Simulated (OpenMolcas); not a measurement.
## Te I: from CASSCF to CASPT2

- Program: OpenMolcas 26.06
- Basis: ANO-RCC-VTZP [7s6p4d2f1g]
- Scalar Hamiltonian: DKH2, point nucleus
- Active space: 4 electrons in 3 orbitals (5p)
- State averaging: 2S+1 = 3 even, 3 roots; 2S+1 = 1 even, 6 roots
- Spin-orbit coupling: state interaction with AMFI integrals over the reference wave functions, term energies averaged over their components

Methods on the same reference wave functions:
A. CASSCF
B. SS-CASPT2, IPEA 0.25 Eh, imaginary shift 0.1 Eh (closed shells correlated: 4d 5s)
C. XMS-CASPT2, IPEA 0.25 Eh, imaginary shift 0.1 Eh (closed shells correlated: 4d 5s)

Energies in cm⁻¹ above 5s² 5p⁴ ³P₂, the measured ground level; measured values from NIST Handbook of Basic Atomic Spectroscopic Data.

```
      Level      A      B      C  Measured
5s² 5p⁴ ³P₂    0.0    0.0    0.0       0.0
5s² 5p⁴ ³P₁   4184   4290   4300      4751
5s² 5p⁴ ³P₀   4746   4580   4550      4706
5s² 5p⁴ ¹D₂  12345  10630  10410     10558
5s² 5p⁴ ¹S₀  27040  23460  22900     23198
```

Deviations, from unrounded energies. A percentage is the sum of absolute deviations over the sum of measured energies, with the sign that they share, or ± where signs differ.

```tsv
Against measurement	Levels	A	B	C
mean absolute deviation (cm-1)	4	1600	230	260
fine structure of the ground term (%)	2	±6.4	-6.2	-6.4
other terms of the ground configuration (%)	2	+16.7	+1.0	-1.3
```

B lies closest to measurement on these levels and A furthest from it. The largest miss of B in the table is 5s² 5p⁴ ³P₁, by -470 cm-1. The ranking rests on the paired levels alone, and a cruder setting can come out closer through cancelling errors.

Between B and C the level of the table that moves most is 5s² 5p⁴ ¹S₀, by 560 cm-1 (lowest in C, highest in B). Moves below CASPT2's spread within the term are not significant.

The mean deviations of B to C differ by less than CASPT2's widest spread within a term (1200 cm-1), so their order carries little weight.

From A to B the spin-free energies of the other terms of 5s² 5p⁴ shown, above ³P, scale by factors of 0.80 to 0.83.

The lowest spin-free term lies below A's lowest term by 0.540 hartree in B, 0.544 hartree in C.

CASPT2 breaks the degeneracy within a term, and the mean is taken; among the terms shown or strongly mixed into the levels shown the widest spread is 1200 cm-1 (5s² 5p⁴ ¹D, C). With the s shell closed, the reference lacks s² → p² mixing. Computed and measured levels are paired by configuration, term and J; levels that our copy of the source lacks, or whose pairing is in doubt (as where it misses far off the trend of its configuration), stay unpaired and out of the deviations. Levels of configurations outside the active space are missing.
